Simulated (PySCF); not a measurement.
**Gallium: a sound run and one with changed settings**

Sound run: Ga⁺ [Ar] 3d10 4s2, Ga²⁺ [Ar] 3d10 4s1. Computed with PySCF 2.14 in aug-cc-pVDZ-DK (6s5p3d, 36 functions), with the spin-free X2C one-electron Hamiltonian (Gaussian nucleus). In the sound run the correlated levels freeze [Ar] 3d10. The sound run starts from symmetry-adapted Hartree-Fock orbitals and uses a fine grid where one is needed.

Changed run: basis STO-3G, all-electron and non-relativistic. This setting is unsound on purpose.

| species | method | sound run (hartree) | changed run (hartree) | converged |
| --- | --- | --- | --- | --- |
| Ga⁺ | UHF | -1941.88183 | -1900.61973 | yes |
| Ga⁺ | M06-2X | -1943.58105 | -1901.76598 | yes |
| Ga⁺ | TPSS | -1943.50407 | -1901.74696 | yes |
| Ga⁺ | MP2 | -1941.90545 | -1900.64155 | yes |
| Ga⁺ | CCSD(T) | -1941.91757 | -1900.65720 | yes |
| Ga²⁺ | UHF | -1941.19086 | -1900.00347 | yes |
| Ga²⁺ | M06-2X | -1942.82881 | -1901.09046 | yes |
| Ga²⁺ | TPSS | -1942.74944 | -1901.08392 | yes |

Ionisation energy of Ga⁺:

```
 method  sound run (eV)  changed run (eV)
    UHF          18.802            16.769
 M06-2X          20.470            18.382
   TPSS          20.535            18.042
    MP2          19.445            17.363
SCS-MP2          19.573            17.482
   CCSD          19.775            17.789
CCSD(T)          19.775            17.789
  CCSDT          19.775            17.789
    FCI          19.775            17.789
```

A minimal basis cannot let orbitals breathe on ionisation and holds almost no correlation. The Hamiltonian changed with the basis, so the totals do not compare.

For comparison, NIST gives 20.515 eV between the lowest levels.
